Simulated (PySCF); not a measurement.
A search over the determinants of SeI

Unrestricted PBE0; basis Se def2-TZVPP, I def2-TZVPP with ECP28; scalar-relativistic core potentials; PySCF 2.14. Outer shells of the fragments: Se 3d10 4s2 4p4; I 4d10 5s2 5p5.

Followed along the bond (rough minima from three points):

```
2Ms+1   unpaired  ⟨S²⟩ at the start  R at minimum (Å)  Te (eV)
    2        π ↑               0.75              2.45     0.00
    4  σ ↑, π ↑↑               3.76  none in the scan   ≤ 1.43
```

Solutions found at the starting distance of 2.425 Å, counted from the lowest of them; the search is not exhaustive and high or unbound solutions are not listed, so other states can lie among these:

```csv
2Ms+1,unpaired,term,E (eV),⟨S²⟩,⟨Lz²⟩,μ (D)
2,π ↑,²Π,0.00,0.75,1.01,0.56
4,"σ ↑, π ↑↑",⁴Σ⁻,1.92,3.76,0.00,-0.43
2,"σ ↓, π ↑↑",mixed,2.35,1.76,0.00,-0.38
2,"σ ↑, π ↑↓",mixed,2.39,1.76,2.02,-0.22
2,σ ↑,mixed,3.19,0.82,2.01,0.29
4,"σ ↑, π ↑↑",mixed,4.21,3.76,2.02,2.06
4,"σ ↑↑, π ↑",⁴Π,5.13,3.76,1.01,0.46
2,π ↑,mixed,6.05,1.09,1.02,-0.32
```

A term symbol is given only where ⟨S²⟩ and ⟨Lz²⟩ are close to those of a pure state; real π, δ and φ orbitals otherwise mix terms. A positive dipole means Se(−)I(+).

Spin–orbit coupling is left out. Counting both spins, an empty level lies below a filled one in some of these solutions, because spin and occupation are held.
